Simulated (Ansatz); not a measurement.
Species: H₃Al, SMILES `[AlH3]` (charge 0, multiplicity 1), formula H₃Al.

**Question.** How many basis functions does frozen-core CCSD(T)/def2-TZVPP // PBE0-D3(BJ)/def2-TZVP run with Ansatz (a program for electronic structure) use, how many core orbitals are frozen, and how many electrons are correlated?

**Answer.** 84 basis functions and 5 frozen orbitals, which leaves 6 correlated electrons. Core time is of the order of seconds.
